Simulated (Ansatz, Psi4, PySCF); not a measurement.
hexafluoroethane (C2F6), singlet, geometry from GFN2-xTB. Base run: MP2/STO-3G in PySCF.

Here is a job for PySCF.
```python
from pyscf import gto, scf, mp

mol = gto.Mole()
mol.atom = '''
    F     1.40411511   -0.28283952   -1.02131229
    C     0.76712540   -0.06168844    0.12248110
    F     1.24344065    1.05549696    0.65908857
    F     1.02641252   -1.06809983    0.94881838
    C    -0.76712540    0.06168844   -0.12248110
    F    -1.02641252    1.06809983   -0.94881838
    F    -1.24344065   -1.05549696   -0.65908857
    F    -1.40411511    0.28283952    1.02131229
'''
mol.basis = 'sto-3g'
mol.verbose = 4
mol.build()

mf = scf.RHF(mol)
mf.kernel()

pt = mp.MP2(mf)
pt.kernel()
print('E(MP2) = %.10f' % pt.e_tot)
```

The same geometry, method and basis name were run in Ansatz (a quantum-chemistry and plane-wave program) and Psi4 and PySCF, at each program's defaults and at the settings that a row names. The base is PySCF at its defaults. Differences at the defaults can come from grids, fitting, cores and function types together.

```json
[
 {"code and settings": "PySCF, defaults (exact integrals, spherical functions, all electrons correlated)", "ΔE vs base (µEh)": "0.0", "basis functions": "40", "E (Eh)": "-663.22915", "SCF cycles": "8"},
 {"code and settings": "Psi4, defaults (density fitting with its default set, spherical functions, all electrons correlated)", "ΔE vs base (µEh)": "-612", "basis functions": "40", "E (Eh)": "-663.22976", "SCF cycles": "9"},
 {"code and settings": "Ansatz, defaults (factorised integrals, spherical functions, frozen core)", "ΔE vs base (µEh)": "1061", "basis functions": "40", "E (Eh)": "-663.22809", "SCF cycles": "-"},
 {"code and settings": "PySCF, frozen core", "ΔE vs base (µEh)": "1047", "basis functions": "40", "E (Eh)": "-663.22810", "SCF cycles": "8"},
 {"code and settings": "Psi4, exact integrals, spherical functions, frozen core", "ΔE vs base (µEh)": "1047", "basis functions": "40", "E (Eh)": "-663.22810", "SCF cycles": "9"},
 {"code and settings": "Ansatz, high accuracy, frozen core", "ΔE vs base (µEh)": "1046", "basis functions": "40", "E (Eh)": "-663.22810", "SCF cycles": "-"}
]
```
